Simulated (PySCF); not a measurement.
Compound: C8H12NP.
Numbering: `[CH3:1][c:2]1[cH:3][cH:4][p:5][cH:6][c:7]1[N:8]([CH3:9])[CH3:10]`

Geometry (GFN2-xTB, Å), atoms numbered from 1 in this order:
```
atom  x, y, z in Å
C1     1.490   -1.532   -0.013
C2     1.220   -0.057    0.068
C3     2.299    0.790    0.273
C4     2.242    2.168    0.297
P5     0.808    3.093    0.021
C6    -0.335    1.810   -0.167
C7    -0.082    0.446   -0.112
N8    -1.120   -0.488   -0.302
C9    -1.496   -1.260    0.865
C10   -2.275   -0.072   -1.062
H11    2.449   -1.705   -0.499
H12    1.539   -1.983    0.979
H13    0.710   -2.028   -0.583
H14    3.269    0.325    0.412
H15    3.159    2.719    0.463
H16   -1.356    2.133   -0.327
H17   -1.939   -2.205    0.546
H18   -0.625   -1.467    1.480
H19   -2.231   -0.723    1.482
H20   -1.954    0.488   -1.939
H21   -2.986    0.536   -0.484
H22   -2.797   -0.970   -1.397
```

Definitions: NICS(0) = −σiso at the ring centroid; NICS(1) = −σiso and NICS(1)zz = −σzz at ±1 Å along the ring normal z. Level: GIAO PBE0/pcSseg-1 (PySCF, non-relativistic, gas phase) on the GFN2-xTB geometry, one conformer.

Ring bond lengths (Å), with Mayer bond orders in brackets: C2–C3 1.387 (1.46), C3–C4 1.379 (1.47), C4–P5 1.729 (1.32), P5–C6 1.729 (1.32), C6–C7 1.388 (1.44), C7–C2 1.407 (1.31).

Give the NICS values of each ring in ppm.

```
             ring                                               type  NICS(0)  NICS(1), two faces  NICS(1)zz, two faces  rms pucker (Å)  centre to ring atoms, mean (Å)
C2–C3–C4–P5–C6–C7  6-membered ring with P; formal bonds all aromatic     -7.6       -10.4 / -10.1         -24.9 / -24.2            0.02                            1.49
```

What can be read from them?

- C2–C3–C4–P5–C6–C7: mean NICS(1)zz -24.6 ppm, shielded.

And the bond-length index? Use HOMA with the parameters of Krygowski (1993).

- C2–C3–C4–P5–C6–C7: HOMA 0.94; the largest term is that of P5–C6, α(R − Ropt)² = 0.11.

What field does 11.7 T along the ring normal induce along that normal at the first NICS(1) probe listed for ring C2–C3–C4–P5–C6–C7, 1 Å off the ring?

NICSzz × B0 = -24.9 ppm × 11.7 T = -291 μT, against the applied field.

List the ring angles and the Hirshfeld charges of the ring atoms.

- C2–C3–C4–P5–C6–C7: C2 121.4° (+0.005 e), C3 125.5° (-0.049 e), C4 124.5° (-0.119 e), P5 99.7° (+0.066 e), C6 127.2° (-0.129 e), C7 121.7° (+0.050 e); sum 719.9° against 720° for a flat convex ring.

What are the shieldings of the ring atoms and their hydrogens in the same run (means over atoms taken as equivalent)?

```tsv
atoms	environment	σ isotropic (ppm)
C2	substituted aromatic carbon	46.8
C3	aromatic CH carbon	43.8
C4	aromatic CH carbon	28.9
P5	phosphorus bonded to 2 C	99.5
C6	aromatic CH carbon	35.9
C7	aromatic carbon bearing nitrogen	25.2
H14	aromatic hydrogen	23.55
H15	aromatic hydrogen	22.97
H16	aromatic hydrogen	23.23
```

The run took 55 s wall on one thread, Arm Neoverse V2, no GPU, on a shared host. This is the whole shielding run at PBE0/pcSseg-1, SCF included.
